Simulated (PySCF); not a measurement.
```xyz
4
charge 1 multiplicity 4, angstrom
Si    0.0000    1.1808    0.0000
Si    0.0000   -1.1808    0.0000
Si    1.9786    0.0000    0.0000
Si   -1.9786    0.0000    0.0000
```

All numbers come from PySCF, UPBE0, basis Si def2-TZVP (no relativity, density fitting).

This geometry of [Si4]+ is a stationary point at this level.

Task: What is the point group?

Result: D2h.

Task: Is it a minimum?

Result: Yes: all harmonic wavenumbers are real.

Task: Which band is strongest in the infrared?

Result: 148 cm⁻¹ (b3u), 2 km/mol.

Task: Give the atomic charges and bond orders.

Result: 
| atom | Mulliken | Löwdin | polar tensor | spin (Mulliken) | Mayer order to Si1 |
| --- | --- | --- | --- | --- | --- |
| Si1 | 0.28 | 0.28 | 0.25 | 0.54 | – |
| Si2 | 0.28 | 0.28 | 0.25 | 0.54 | 1.06 |
| Si3,4 | 0.22 | 0.22 | 0.25 | 0.96 | 1.05 |
Other Mayer orders above 0.3: Si–Si 0.48, Si–Si 1.05 (×2).

Task: Give the ideal-gas entropy at 298.15 K and 1 bar by parts.

Result: translation 167.7, rotation 101.2, vibration 43.3, spin 11.5; total 323.8 J/(mol K).

This need not be the most stable arrangement of these atoms. At this level a doublet minimum of D2h symmetry lies 124 kJ/mol below this structure.
